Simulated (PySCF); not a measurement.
## Removing the step error of a finite difference

System: H₄BFOSi (SMILES OB(F)[SiH3]), singlet, geometry from GFN2-xTB. Level: B3LYP/6-31G*, polarisability in PySCF. Sums are taken with unrounded values, so a last digit can differ.

Second differences of the energy in a field along z gave a polarisability along z of 39.984 bohr³ at step 0.005 and 40.111 bohr³ at step 0.02 (atomic units).

Task: Extrapolate to zero step.

Result: The leading error of a symmetric difference goes as h², so A(h) = A0 + c h². Then c = (40.111 - (39.984))/(0.02² - 0.005²) = 337 (atomic units) and A0 = 39.984 - c × 0.005² = 39.976 bohr³. The analytic value from the same program and level is 39.976 bohr³: the smaller step missed it by 0.008, the extrapolation by 0.000.
